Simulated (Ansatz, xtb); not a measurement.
**C3H7FO3Se: 4 structures ranked**

4 gas-phase structures of C3H7FO3Se, from a drawn sample of its isomers (lower ones may exist). Each was relaxed with GFN2-xTB; where two conformers were screened, the lower at r2SCAN-D4/def2-SVP is listed:

A. `C[Se](=O)(=O)COCF`, a singlet
B. `CO[C@H](F)[Se](C)(=O)=O`, a singlet
C. `CC[Se](=O)(=O)OCF`, a singlet
D. `COC[Se](=O)(=O)CF`, a singlet

Which do you expect lowest at r2SCAN-D4/def2-SVP, and how would the others follow?

Calculated order at r2SCAN-D4/def2-SVP: C (0.0), A (54.4), B (60.6), D (110.6) kJ/mol.

Energies above the lowest of each column, in kJ/mol; the last columns are at PBE0-D3(BJ)/def2-SVP geometries and were run for some of them only (a dash: not run or not comparable):

```csv
structure,GFN2-xTB,HF/STO-3G,r2SCAN-D4/def2-SVP,PBE0-D3(BJ)/def2-SVP,CCSD(T)/def2-SVP + ΔMP2/def2-TZVPP
C,0.0,0.0,0.0,0.0,0.0
A,42.1,16.4,54.4,45.0,54.6
B,55.4,5.9,60.6,61.5,69.0
D,86.7,36.6,110.6,–,–
```

Every level run on C puts it lowest or level with the lowest. Flexible structures stand in one conformer each, not always the lowest. Frequencies (GFN2-xTB) were run for A, B, C alone. ΔMP2 is the change of the MP2 energy from the smaller to the larger basis.

Over these structures GFN2-xTB departs from r2SCAN-D4/def2-SVP by 7.7 kJ/mol on average once a common shift is removed. A GFN2-xTB relaxation took about 0.41 s and the r2SCAN-D4/def2-SVP energy about 3.3 s on a shared host (Ansatz 0.2.0, xtb 6.7.1).
